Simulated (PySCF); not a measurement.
Computed IR spectrum (relative IR intensity) of a molecule C5H8Si. Geometry optimised at PBE-D3(BJ)/def2-SVP. Other conformers were not sampled. Method: PySCF with PBE-D3(BJ)/def2-SVP. Frequencies are harmonic and unscaled.

```json
[
 {"ν (cm⁻¹)": "489", "relative intensity": "5.7"},
 {"ν (cm⁻¹)": "501", "relative intensity": "2.5"},
 {"ν (cm⁻¹)": "556", "relative intensity": "4.6"},
 {"ν (cm⁻¹)": "608", "relative intensity": "18"},
 {"ν (cm⁻¹)": "642", "relative intensity": "18"},
 {"ν (cm⁻¹)": "658", "relative intensity": "16"},
 {"ν (cm⁻¹)": "693", "relative intensity": "13"},
 {"ν (cm⁻¹)": "821", "relative intensity": "6.6"},
 {"ν (cm⁻¹)": "881", "relative intensity": "100"},
 {"ν (cm⁻¹)": "886", "relative intensity": "23"},
 {"ν (cm⁻¹)": "908", "relative intensity": "15"},
 {"ν (cm⁻¹)": "915", "relative intensity": "21"},
 {"ν (cm⁻¹)": "968", "relative intensity": "6.4"},
 {"ν (cm⁻¹)": "980", "relative intensity": "5.9"},
 {"ν (cm⁻¹)": "1027", "relative intensity": "2.2"},
 {"ν (cm⁻¹)": "1257", "relative intensity": "3.9"},
 {"ν (cm⁻¹)": "1333", "relative intensity": "3.6"},
 {"ν (cm⁻¹)": "2158", "relative intensity": "61"},
 {"ν (cm⁻¹)": "2169", "relative intensity": "47"},
 {"ν (cm⁻¹)": "2181", "relative intensity": "45"},
 {"ν (cm⁻¹)": "3061", "relative intensity": "4.8"},
 {"ν (cm⁻¹)": "3410", "relative intensity": "44"}
]
```

Q: Pick the molecule that these values belong to.
A. C#C[C@@H]1C[C@@H]1[SiH3]
B. C=C=C/C=C/[SiH3]
C. C1=CC[SiH2]C=C1
D. C=C=C[SiH2]C=C

A: A, C#C[C@@H]1C[C@@H]1[SiH3]
